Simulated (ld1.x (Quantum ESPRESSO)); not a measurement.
## Before and after: TM potential for nitrogen

nitrogen, norm-conserving Troullier–Martins (Kleinman–Bylander form), made with ld1.x (Quantum ESPRESSO) 7.5 (PBE, scalar-relativistic). Core [He], reference 2s2 2p3. Waves: 2s (bound): rc 1.05 bohr; 2p (bound): rc 1.50 bohr. Local part: the p channel. Core correction: a·sin(br)/r model core, default radius (core density twice the valence density).

All-electron outer shells of the reference configuration (PBE, scalar-relativistic, ld1.x):

```
shell  level (eV)  outermost node (bohr)  outermost maximum (bohr)
   1s     -384.72                      –                      0.15
   2s      -18.58                   0.32                      1.02
   2p       -7.09                      –                      0.98
```

Change: core correction none.

Cutoffs: the cutoffs (Ry, on a coarse ladder) from which the occupation-weighted sum of valence levels, in a spherical-Bessel basis at the reference potential, stays within 10 and 1 mRy of its value at 400 Ry; they do not see the model core or the augmentation charge, which bear on the density cutoff. Errors are all-electron minus pseudo energies relative to the spin-unpolarised reference configuration.

Task: Predict the effect on cutoff, ghosts and configuration errors.

Result: The potential gets neither clearly harder nor softer (55 Ry and 120 Ry → 55 Ry and 120 Ry); of the 7 tests that both files solve, the error grows in 2 and shrinks in 0 by more than 15 % and 0.3 meV (median size 31.0 → 31.3 meV); neither file shows a bound ghost. The default core radius of the base comes out at 0.41 bohr.

```csv
quantity,base,changed
"cutoff, loose",55 Ry,55 Ry
"cutoff, tight",120 Ry,120 Ry
bound ghosts,none,none
"error for 2s2 2p2, meV [ΔE 13.59 eV]",+3.7,+4.2
"error for 2s2 2p1, meV [ΔE 42.45 eV]",+98,+107
"error for 2s2 2p0, meV [ΔE 89.53 eV]",+572,+642
"error for 2s1 2p4, meV [ΔE 11.51 eV]",+7.4,+9.0
"error for 2s1 2p0, meV [ΔE 167.35 eV]",+973,+1122
"error for 2s1 2p3, meV [ΔE 25.37 eV]",-26,-27
"error for 2s0 2p5, meV [ΔE 23.04 eV]",+31,+31
s: phases at 1.65 bohr within 0.05 rad from the reference energy up to (Ry; the scan ends near 5),to the end of the scan,to the end of the scan
p: phases at 1.65 bohr within 0.05 rad from the reference energy up to (Ry; the scan ends near 5),3.6,3.6
```
